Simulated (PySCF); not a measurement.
Ge(H)(F)2(Et) (C2H6F2Ge), SMILES C[CH2][GeH]([F])[F]. Heavy atoms are numbered as in [GeH:1]([F:2])([F:3])[CH2:4][CH3:5]. Hydrogens are named by the atom that carries them.

Coordinates come from a ωB97X-D3(BJ)/def2-SVP optimisation. Other conformers were not sampled.

All values below come from KT2/pcSseg-1 (PySCF).

GIAO shieldings, no solvent; atoms alike by connectivity are averaged. δ = σ(ref) − σ: ⁷³Ge against GeH4 (σ = 1669.3 ppm); ¹⁹F against CFCl3 (σ = 127.1 ppm); ¹³C against TMS (σ = 185.1 ppm); ¹H against TMS (σ = 31.47 ppm), references at their B3LYP-D3(BJ)/def2-TZVP geometries, non-relativistic.

Computed chemical shifts:
```csv
nucleus,atoms,count,δ (ppm)
⁷³Ge,Ge1 (GeH),1,418.5
¹⁹F,F2,2,-200.2
¹³C,C4 (CH2),1,19.2
¹³C,C5 (CH3),1,9.7
¹H,H on Ge1,1,6.32
¹H,H on C5,3,1.71
¹H,H on C4,2,1.48
```
